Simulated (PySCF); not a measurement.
Isomers of C5H8O2SSi.

All values: PBE0/pcSseg-1 (PySCF) at GFN2-xTB geometries, gas phase, one conformer each.

Problem. Rank by the lowest Hirshfeld charge on any atom, lowest value first.
A. `[O:1]=[CH:2]/[CH:3]=[CH:4]/[Si@H:5]1[O:6][CH2:7][CH2:8][S:9]1` with O1–C2–C3–C4 -178°, C3–C4–Si5–O6 -4°, C4–Si5–O6–C7 133°, Si5–O6–C7–C8 -38°, O6–C7–C8–S9 44°, C7–C8–S9–Si5 -29°
B. `[CH3:1][S:2][Si@H:3]([OH:4])[C:5]#[C:6][C:7]([CH3:8])=[O:9]` with C1–S2–Si3–O4 176°, S2–Si3–O4–H -25°
C. `[O:1]=[CH:2][O:3]/[CH:4]=[C:5]1/[CH2:6][CH2:7][SiH2:8][S:9]1` with O1–C2–O3–C4 0°, C2–O3–C4–C5 178°, C4–C5–C6–C7 137°, C5–C6–C7–Si8 44°, C6–C7–Si8–S9 -27°, C7–Si8–S9–C5 5°

Solution. B (-0.296 e), C (-0.251 e), A (-0.224 e).

Problem. Rank by the highest Hirshfeld charge on any atom, lowest value first.
A. `[CH3:1][S:2][Si@H:3]([OH:4])[C:5]#[C:6][C:7]([CH3:8])=[O:9]` with C1–S2–Si3–O4 176°, S2–Si3–O4–H -25°
B. `[CH:1]#[C:2][C:3](=[O:4])[O:5][Si@H:6]([CH3:7])[S:8][CH3:9]` with C2–C3–O5–Si6 179°, C3–O5–Si6–C7 -64°, O5–Si6–S8–C9 178°
C. `[O:1]=[CH:2][O:3]/[CH:4]=[C:5]1/[CH2:6][CH2:7][SiH2:8][S:9]1` with O1–C2–O3–C4 0°, C2–O3–C4–C5 178°, C4–C5–C6–C7 137°, C5–C6–C7–Si8 44°, C6–C7–Si8–S9 -27°, C7–Si8–S9–C5 5°

Solution. C (+0.333 e), B (+0.393 e), A (+0.409 e).

Problem. Rank by HOMO energy, highest first.
A. `[O:1]=[CH:2][O:3]/[CH:4]=[C:5]1/[CH2:6][CH2:7][SiH2:8][S:9]1` with O1–C2–O3–C4 0°, C2–O3–C4–C5 178°, C4–C5–C6–C7 137°, C5–C6–C7–Si8 44°, C6–C7–Si8–S9 -27°, C7–Si8–S9–C5 5°
B. `[CH:1]#[C:2][C:3](=[O:4])[O:5][Si@H:6]([CH3:7])[S:8][CH3:9]` with C2–C3–O5–Si6 179°, C3–O5–Si6–C7 -64°, O5–Si6–S8–C9 178°
C. `[CH3:1][S:2][Si@H:3]([OH:4])[C:5]#[C:6][C:7]([CH3:8])=[O:9]` with C1–S2–Si3–O4 176°, S2–Si3–O4–H -25°

Solution. A (-6.39 eV), B (-6.96 eV), C (-7.13 eV).

All values together:

```
              SMILES  μ (D)  HOMO (eV)  LUMO (eV)  lowest IAO charge (e)  highest IAO charge (e)  lowest Hirshfeld charge (e)  highest Hirshfeld charge (e)
O=CO/C=C1/CC[SiH2]S1   3.15      -6.39      -0.52             -0.536 (C)             +0.695 (Si)                   -0.251 (O)                   +0.333 (Si)
CS[Si@H](O)C#CC(C)=O   1.87      -7.13      -2.04             -0.780 (O)             +1.096 (Si)                   -0.296 (O)                   +0.409 (Si)
O=C/C=C/[Si@H]1OCCS1   2.81      -7.11      -2.31             -0.642 (O)             +1.065 (Si)                   -0.224 (O)                   +0.400 (Si)
C#CC(=O)O[Si@H](C)SC   1.16      -6.96      -1.62             -0.742 (C)             +1.052 (Si)                   -0.229 (O)                   +0.393 (Si)
```

Conformers: `[O:1]=[CH:2][O:3]/[CH:4]=[C:5]1/[CH2:6][CH2:7][SiH2:8][S:9]1` with O1–C2–O3–C4 0°, C2–O3–C4–C5 178°, C4–C5–C6–C7 137°, C5–C6–C7–Si8 44°, C6–C7–Si8–S9 -27°, C7–Si8–S9–C5 5°; `[CH3:1][S:2][Si@H:3]([OH:4])[C:5]#[C:6][C:7]([CH3:8])=[O:9]` with C1–S2–Si3–O4 176°, S2–Si3–O4–H -25°; `[O:1]=[CH:2]/[CH:3]=[CH:4]/[Si@H:5]1[O:6][CH2:7][CH2:8][S:9]1` with O1–C2–C3–C4 -178°, C3–C4–Si5–O6 -4°, C4–Si5–O6–C7 133°, Si5–O6–C7–C8 -38°, O6–C7–C8–S9 44°, C7–C8–S9–Si5 -29°; `[CH:1]#[C:2][C:3](=[O:4])[O:5][Si@H:6]([CH3:7])[S:8][CH3:9]` with C2–C3–O5–Si6 179°, C3–O5–Si6–C7 -64°, O5–Si6–S8–C9 178°.
